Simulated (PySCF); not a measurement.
C₃H₇BO₂, SMILES OCB1CCO1. Geometry: B3LYP-D3(BJ)/def2-SVP. This is a generated structure with no PubChem entry under its InChIKey; it may be hypothetical. The values are those of a single conformer.

Computed equilibrium geometry at B3LYP-D3(BJ)/def2-SVP (PySCF confirms it by a frequency run) as a Z-matrix (one conformer of several):
```
B
O 1 1.3714
C 2 1.4624 1 90.99
H 3 1.1013 2 110.16 1 119.78
H 3 1.1014 4 109.43 2 -121.27
C 3 1.5445 4 116.20 5 -133.91
H 6 1.1000 3 115.33 4 129.46
H 6 1.1000 7 109.02 3 131.40
C 1 1.5657 2 124.07 3 177.21
H 9 1.1070 1 109.44 2 131.61
H 9 1.1161 10 104.13 1 -115.15
O 9 1.4174 10 108.33 11 -119.30
H 12 0.9661 9 107.64 10 -151.91
```
Charge 0, spin multiplicity 1.
